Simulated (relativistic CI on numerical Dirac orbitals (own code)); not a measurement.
Si¹²⁺: q coefficients

Calculated at this level of theory: Dirac-Coulomb-Breit CI, orbitals from a KLI potential per configuration, derivatives by finite differences, unscaled Slater integrals, QED left out (own radial code, finite nucleus).

Configuration list: 1s2, 1s 2s, 1s 2p. Levels of other configurations are missing.

With x = (α/α₀)² − 1 an excitation energy changes as ω = ω₀ + qx; K = 2q/ω₀ is the relative enhancement. Terms are leading LS components, so labels can repeat.

Lowest level 1s2 1S_0.

| Level | ω₀ (cm⁻¹) | q (cm⁻¹) | K |
| --- | --- | --- | --- |
| 1s 2s 3S_1 | 14829428 | 26600 | 0.00359 |
| 1s 2p 3P°_0 | 14944054 | 30680 | 0.00411 |
| 1s 2p 3P°_1 | 14945819 | 32120 | 0.0043 |
| 1s 2p 3P°_2 | 14952926 | 39610 | 0.0053 |
| 1s 2s 1S_0 | 14954041 | 29270 | 0.00391 |
| 1s 2p 1P°_1 | 15040563 | 36010 | 0.00479 |

At this charge energies of transitions that change n are usually good to better than 1 %, and those within a shell (Δn = 0) to a few per cent.
